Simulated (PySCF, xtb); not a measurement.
CH3F5Si2, SMILES F[SiH](F)C[Si](F)(F)F. One conformer was computed; it need not be the lowest.

Harmonic wavenumbers (cm⁻¹) from GFN2-xTB run with xtb at its own minimum, in rising order: 18, 39, 81, 135, 165, 169, 214, 234, 254, 256, 312, 603, 643, 683, 698, 772, 854, 882, 911, 921, 936, 1008, 1153, 1417, 2467, 2975, 3000.

Problem. What does B3LYP-D3(BJ)/def2-SVP run with PySCF 2.14.0 give at its own minimum? (An estimate is asked for; the answer gives what the named calculation found.)

Solution. 32, 44, 80, 174, 203, 218, 280, 310, 325, 330, 412, 643, 685, 754, 825, 843, 866, 898, 949, 970, 990, 1029, 1103, 1374, 2322, 3051, 3112. Paired by order, the mean absolute difference is 55 cm⁻¹ and the zero-point energies are 31.2 and 32.6 kcal/mol.
